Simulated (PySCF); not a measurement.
SiH3Br, SMILES [SiH3]Br. Atoms are numbered in the order given.

```xyz
5

Si     0.0000     0.0000     1.4778
Br     0.0000     0.0000    -0.7576
H     -1.2130    -0.7004     1.9417
H      0.0000     1.4007     1.9417
H      1.2130    -0.7004     1.9417
```

The structure is a stationary point at B3LYP-D3(BJ)/def2-TZVP.

Computed with KT2/pcSseg-2 (PySCF).

GIAO shieldings, no solvent; atoms alike by connectivity are averaged. δ = σ(ref) − σ: ²⁹Si against TMS (σ = 351.7 ppm); ¹H against TMS (σ = 31.47 ppm), references at their B3LYP-D3(BJ)/def2-TZVP geometries, non-relativistic (without spin–orbit terms, shifts of atoms bonded to Cl or Br come out too high).

Problem. Estimate the chemical shifts. (The exact figures need the calculation; the answer reports its results.)

Solution. 
| nucleus | atoms | count | δ (ppm) |
|---|---|---|---|
| ²⁹Si | Si1 | 1 | -39.7 |
| ¹H | H3, H4, H5 | 3 | 5.33 |
